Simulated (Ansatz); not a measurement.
`[SiH3][SiH]1BC1` + H–F → `F[SiH]1BC1` + SiH₄ at 400 K and 1 bar (cleavage of the Si–Si bond).

Isolated molecules relaxed with PBE0-D4/def2-TZVP in Ansatz; ΔE leaves out vibrations. CCSD(T)/CBS is the MP2 limit (def2-TZVPP, def2-QZVPP) plus CCSD(T) − MP2 in def2-TZVPP, frozen cores. This one scheme is used for every species.

```tsv
species	CCSD(T)/CBS energy (Eh)	H − E (kJ/mol)	S (J/(mol·K))
`[SiH3][SiH]1BC1`	-645.13977	220.4	375.1
H–F	-100.39570	36.5	182.2
`F[SiH]1BC1`	-454.11214	154.1	323.8
SiH₄	-291.46306	96.9	218.6
```

H − E and S are ideal-gas, rigid-rotor, harmonic terms from PBE0-D4/def2-TZVP, for one conformer and one mirror image of each species. 1 Eh = 2625.50 kJ/mol, R = 8.31446 J/(mol·K).

Question: By hand: ΔE, ΔH, ΔS and ΔG.

Answer: ΔE = (-454.11214) + (-291.46306) − (-645.13977) − (-100.39570) = -0.03973 Eh = -104.3 kJ/mol. Δ(H − E) = 154.1 + 96.9 − 220.4 − 36.5 = -5.9, so ΔH = -110.2 kJ/mol. ΔS = 323.8 + 218.6 − 375.1 − 182.2 = -14.9 J/(mol·K). ΔG = -110.2 − 400 × (-14.9)/1000 = -104.2 kJ/mol.

Question: By hand: the equilibrium constant, and the temperature at which ΔG would vanish if ΔH and ΔS stayed fixed.

Answer: log₁₀ K = −ΔG/(RT ln 10) = 13.6. ΔG = 0 at ΔH/ΔS = 7396 K, far beyond where these terms or the molecules hold.

The number of gas molecules stays the same, so ΔS is small and ΔH decides. A doubt of 5 kJ/mol in ΔE shifts log₁₀ K by 0.7 here. Other conformers and mirror images would add mixing entropy, several J/(mol·K) or more a flexible species. These are equilibria of isolated gas molecules and say nothing of rates. Largest T1 diagnostic: 0.014 (customary marks: 0.02 for closed shells, 0.045 for open ones).
